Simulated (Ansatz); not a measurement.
Geometry optimisation, DFT PBE, scalar-relativistic, plane waves, PAW in Ansatz 0.2.0.

Input file:

```yaml
accuracy: low
crystal:
  lattice:
    - [8.608753, 0.0, 0.0]
    - [0.0, 8.608753, 0.0]
    - [0.0, 0.0, 8.608753]
  atoms:
    - { symbol: "N", position: [0.1590388, 1.0041534, -0.0515098] }
    - { symbol: "N", position: [0.1182143, 0.9718702, 0.06899] }
    - { symbol: "N", position: [0.3463577, 0.5720699, 0.217733] }
    - { symbol: "N", position: [0.3275916, 0.7005417, 0.1984484] }
    - { symbol: C, position: [0.5770498, 0.6223231, 0.5561922] }
    - { symbol: C, position: [0.6705016, 0.6945372, 0.4343481] }
    - { symbol: "N", position: [0.7458829, 0.7527874, 0.3360647] }
    - { symbol: H, position: [0.5467716, 0.5036475, 0.5233694] }
    - { symbol: H, position: [0.642057, 0.6193383, 0.6650185] }
    - { symbol: H, position: [0.470267, 0.6883044, 0.5741338] }
    - { symbol: C, position: [0.6600239, 0.0894178, 0.2246975] }
    - { symbol: C, position: [0.7207145, 0.2211962, 0.3127043] }
    - { symbol: "N", position: [0.7696696, 0.327493, 0.3836934] }
    - { symbol: H, position: [0.5508751, 0.1210821, 0.1684664] }
    - { symbol: H, position: [0.7432415, 0.0543907, 0.1356696] }
    - { symbol: H, position: [0.639161, -0.0088242, 0.3021007] }
    - { symbol: C, position: [0.8473448, 0.6117601, 0.9142057] }
    - { symbol: C, position: [0.9151069, 0.5700369, 1.0640775] }
    - { symbol: "N", position: [0.969766, 0.5363816, 1.184969] }
    - { symbol: H, position: [0.8259083, 0.7366371, 0.9092849] }
    - { symbol: H, position: [0.9264092, 0.5801012, 0.8202666] }
    - { symbol: H, position: [0.7374705, 0.5507116, 0.8975103] }
    - { symbol: C, position: [0.1197475, 1.0116946, 0.3748032] }
    - { symbol: C, position: [0.0696957, 0.9719938, 0.5320061] }
    - { symbol: "N", position: [0.0293223, 0.9399699, 0.6588111] }
    - { symbol: H, position: [0.1327916, 0.9064458, 0.3053011] }
    - { symbol: H, position: [0.0339971, 1.086913, 0.319422] }
    - { symbol: H, position: [0.2310453, 1.0723355, 0.3784787] }
    - { symbol: C, position: [0.7666698, 0.2754401, 0.7430103] }
    - { symbol: C, position: [0.84286, 0.2760032, 0.894631] }
    - { symbol: "N", position: [0.9043175, 0.2764574, 1.0169331] }
    - { symbol: H, position: [0.7002281, 0.3822732, 0.7271925] }
    - { symbol: H, position: [0.8532329, 0.2670694, 0.6507347] }
    - { symbol: H, position: [0.6878037, 0.1765436, 0.7341999] }
    - { symbol: C, position: [0.1866473, 0.4565275, 0.698735] }
    - { symbol: C, position: [0.3033233, 0.3496945, 0.6373548] }
    - { symbol: "N", position: [0.397438, 0.2635195, 0.5878436] }
    - { symbol: H, position: [0.2183093, 0.493021, 0.8159687] }
    - { symbol: H, position: [0.1783241, 0.559194, 0.6247869] }
    - { symbol: H, position: [0.0733481, 0.3997385, 0.7027751] }
basis:
  ecutwfc: 420.0
kpoints:
  mp_grid: { grid: [1, 1, 1] }
hamiltonian:
  xc: pbe
scf:
  occupations: { method: fermi_dirac, width: 0.05 }
  lower_state_search: "off"
relax:
  f_tol: 0.3
  max_steps: 15
  adjacent_minimum: "off"
```

Launched with:

```bash
$ ansatz run input.yaml --threads 1 --pin off --max-ram 3072MiB --backend cpu --events-out ev --progress --plain --runs-dir out
```

Q: Where does it end, and by what steps?

A: The forces met the threshold. The threshold is loose, so the end isn't yet a minimum. The force dipped under the threshold on the way, but the program's further checks kept it going. Limits of this set-up: coarse k mesh, low accuracy level. After 14 steps the energy has fallen by 1.858 eV; N3 moved furthest, 1.90 Å.

```csv
step,energy less start (eV),largest force component (eV/Å),accepted
0,0.0000,4.215,yes
1,-0.6491,2.965,yes
2,-0.7334,4.445,yes
3,-1.0433,2.913,yes
4,-1.2187,1.082,yes
5,-1.3284,1.116,yes
6,-1.4208,0.462,yes
7,-1.4952,0.548,yes
8,-1.5512,0.864,yes
9,-1.6028,1.360,yes
10,-1.6549,1.669,yes
11,-1.7063,1.793,yes
12,-1.7674,1.206,yes
13,-1.8575,0.188,yes
14,-1.8575,0.188,yes
```

```xyz
40
Lattice="8.6088 0.0000 0.0000 0.0000 8.6088 0.0000 0.0000 0.0000 8.6088" Properties=species:S:1:pos:R:3
N 2.806 8.632 -0.777
N 1.921 8.263 -0.231
N 3.957 4.478 0.301
N 3.761 5.505 0.651
C 5.224 5.625 4.876
C 5.609 6.345 3.679
N 5.905 6.926 2.719
H 5.216 4.547 4.665
H 5.950 5.834 5.672
H 4.224 5.946 5.196
C 5.040 1.417 1.815
C 5.918 2.181 2.674
N 6.626 2.778 3.377
H 4.057 1.901 1.755
H 5.479 1.340 0.811
H 4.935 0.399 2.217
C 7.681 5.623 8.788
C 8.713 5.408 9.784
N 9.541 5.252 10.585
H 7.181 6.581 8.987
H 8.113 5.653 7.777
H 6.934 4.818 8.852
C 0.743 8.407 3.479
C 0.195 7.765 4.658
N -0.239 7.236 5.598
H 0.963 7.640 2.725
H 0.020 9.121 3.066
H 1.662 8.948 3.741
C 6.117 1.700 6.514
C 7.230 1.898 7.422
N 8.125 2.071 8.146
H 5.240 2.260 6.859
H 6.382 2.052 5.506
H 5.854 0.636 6.457
C 1.450 3.913 5.699
C 2.391 2.944 5.172
N 3.145 2.166 4.750
H 1.869 4.405 6.587
H 1.209 4.665 4.936
H 0.527 3.402 6.001
```

Run time: 69 s on 1 thread of Arm Neoverse V1, with other jobs on the host, peak memory 0.54 GiB.
